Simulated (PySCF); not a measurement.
A calculated (PBE, PySCF 2.14, x2c-SVPall, scalar relativity by spin-free X2C-1e) atom or ion has these occupied shells.

```json
{"shell": "1s α", "electrons": "1", "orbital energy (eV)": "-31585.7", "rms radius, mean of both spins (bohr)": "0.0318"}
{"shell": "1s β", "electrons": "1", "orbital energy (eV)": "-31585.6", "rms radius, mean of both spins (bohr)": "0.0318"}
{"shell": "2s α", "electrons": "1", "orbital energy (eV)": "-4862.7", "rms radius, mean of both spins (bohr)": "0.130"}
{"shell": "2s β", "electrons": "1", "orbital energy (eV)": "-4862.7", "rms radius, mean of both spins (bohr)": "0.130"}
{"shell": "2p α", "electrons": "3", "orbital energy (eV)": "-4372.3", "rms radius, mean of both spins (bohr)": "0.115"}
{"shell": "2p β", "electrons": "3", "orbital energy (eV)": "-4372.3", "rms radius, mean of both spins (bohr)": "0.115"}
{"shell": "3s α", "electrons": "1", "orbital energy (eV)": "-985.63", "rms radius, mean of both spins (bohr)": "0.344"}
{"shell": "3s β", "electrons": "1", "orbital energy (eV)": "-985.57", "rms radius, mean of both spins (bohr)": "0.344"}
{"shell": "3p α", "electrons": "3", "orbital energy (eV)": "-825.65", "rms radius, mean of both spins (bohr)": "0.344"}
{"shell": "3p β", "electrons": "3", "orbital energy (eV)": "-825.58", "rms radius, mean of both spins (bohr)": "0.344"}
{"shell": "3d α", "electrons": "5", "orbital energy (eV)": "-581.83", "rms radius, mean of both spins (bohr)": "0.323"}
{"shell": "3d β", "electrons": "5", "orbital energy (eV)": "-581.76", "rms radius, mean of both spins (bohr)": "0.323"}
{"shell": "4s α", "electrons": "1", "orbital energy (eV)": "-184.97", "rms radius, mean of both spins (bohr)": "0.815"}
{"shell": "4s β", "electrons": "1", "orbital energy (eV)": "-184.82", "rms radius, mean of both spins (bohr)": "0.815"}
{"shell": "4p α", "electrons": "3", "orbital energy (eV)": "-135.15", "rms radius, mean of both spins (bohr)": "0.877"}
{"shell": "4p β", "electrons": "3", "orbital energy (eV)": "-134.98", "rms radius, mean of both spins (bohr)": "0.877"}
{"shell": "4d α", "electrons": "5", "orbital energy (eV)": "-62.025", "rms radius, mean of both spins (bohr)": "1.05"}
{"shell": "4d β", "electrons": "5", "orbital energy (eV)": "-61.730", "rms radius, mean of both spins (bohr)": "1.05"}
{"shell": "5s α", "electrons": "1", "orbital energy (eV)": "-33.510", "rms radius, mean of both spins (bohr)": "2.10"}
{"shell": "5s β", "electrons": "1", "orbital energy (eV)": "-31.882", "rms radius, mean of both spins (bohr)": "2.10"}
{"shell": "5p α", "electrons": "2", "orbital energy (eV)": "-23.054", "rms radius, mean of both spins (bohr)": "2.51"}
```

Task: Name the element and its charge.

Result: Te²⁺ (tellurium, charge +2), in [Kr] 4d10 5s2 5p2, high-spin 3P determinant.
